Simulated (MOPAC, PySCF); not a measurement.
C4H12O4Si, SMILES `CO[Si](OC)(OC)OC`, neutral singlet in the gas phase. 

Cartesian coordinates (Å):
SMILES: CO[Si](OC)(OC)OC
```xyz
21

C     -1.1971    -0.1302    -2.4354
O     -0.2525    -0.6163    -1.5053
Si     0.0002     0.0003    -0.0001
O      1.3880    -0.6792     0.5675
C      2.5825    -0.8263    -0.1706
O      0.0467     1.6384    -0.1565
C      0.0100     2.5588     0.9136
O     -1.1814    -0.3416     1.0940
C     -1.3955    -1.6023     1.6925
H     -1.0268    -0.6277    -3.4028
H     -2.2310    -0.3480    -2.1118
H     -1.1017     0.9601    -2.5761
H      3.0680     0.1497    -0.3513
H      3.2778    -1.4555     0.4065
H      2.3978    -1.3061    -1.1471
H     -0.8328     2.3525     1.5955
H      0.9452     2.5315     1.5015
H     -0.1086     3.5730     0.5016
H     -1.7819    -2.3356     0.9617
H     -0.4655    -2.0062     2.1281
H     -2.1414    -1.4891     2.4945
```
Charge 0, multiplicity 1.

All levels are single points at this geometry (B3LYP-D3(BJ)/def2-SVP); Pople sets use spherical d functions. Orbital energies aren't observables, and empty levels follow the basis.

```json
[
 {"level": "PBE-D3(BJ)/def2-TZVP in PySCF", "HOMO (eV)": "-6.46", "LUMO (eV)": "0.15", "gap (eV)": "6.61", "dipole (D)": "0.00", "vertical IE, Delta-SCF (eV)": "–"},
 {"level": "TPSSh-D3(BJ)/def2-TZVP in PySCF", "HOMO (eV)": "-7.18", "LUMO (eV)": "0.81", "gap (eV)": "7.99", "dipole (D)": "0.00", "vertical IE, Delta-SCF (eV)": "9.36"},
 {"level": "B3LYP/3-21G in PySCF", "HOMO (eV)": "-7.23", "LUMO (eV)": "1.85", "gap (eV)": "9.08", "dipole (D)": "0.00", "vertical IE, Delta-SCF (eV)": "–"},
 {"level": "B3LYP/6-311+G** in PySCF", "HOMO (eV)": "-7.86", "LUMO (eV)": "0.01", "gap (eV)": "7.87", "dipole (D)": "0.00", "vertical IE, Delta-SCF (eV)": "–"},
 {"level": "B3LYP/6-31G* in PySCF", "HOMO (eV)": "-7.51", "LUMO (eV)": "1.67", "gap (eV)": "9.18", "dipole (D)": "0.00", "vertical IE, Delta-SCF (eV)": "9.47"},
 {"level": "B3LYP/LANL2DZ in PySCF", "HOMO (eV)": "-7.68", "LUMO (eV)": "1.21", "gap (eV)": "8.88", "dipole (D)": "0.00", "vertical IE, Delta-SCF (eV)": "–"},
 {"level": "M06-2X/6-31G* in PySCF", "HOMO (eV)": "-9.43", "LUMO (eV)": "2.73", "gap (eV)": "12.16", "dipole (D)": "0.00", "vertical IE, Delta-SCF (eV)": "–"},
 {"level": "SVWN5/6-31G* in PySCF", "HOMO (eV)": "-6.24", "LUMO (eV)": "0.56", "gap (eV)": "6.80", "dipole (D)": "0.00", "vertical IE, Delta-SCF (eV)": "–"},
 {"level": "HF/3-21G in PySCF", "HOMO (eV)": "-11.83", "LUMO (eV)": "6.33", "gap (eV)": "18.16", "dipole (D)": "0.00", "vertical IE, Delta-SCF (eV)": "–"},
 {"level": "HF/6-31G* in PySCF", "HOMO (eV)": "-12.00", "LUMO (eV)": "5.70", "gap (eV)": "17.70", "dipole (D)": "0.00", "vertical IE, Delta-SCF (eV)": "10.15"},
 {"level": "HF/STO-3G in PySCF", "HOMO (eV)": "-8.82", "LUMO (eV)": "11.40", "gap (eV)": "20.22", "dipole (D)": "0.00", "vertical IE, Delta-SCF (eV)": "–"},
 {"level": "AM1 in MOPAC", "HOMO (eV)": "-10.84", "LUMO (eV)": "1.67", "gap (eV)": "12.50", "dipole (D)": "0.00", "vertical IE, Delta-SCF (eV)": "–"},
 {"level": "PM6 in MOPAC", "HOMO (eV)": "-10.43", "LUMO (eV)": "0.73", "gap (eV)": "11.16", "dipole (D)": "0.00", "vertical IE, Delta-SCF (eV)": "–"}
]
```
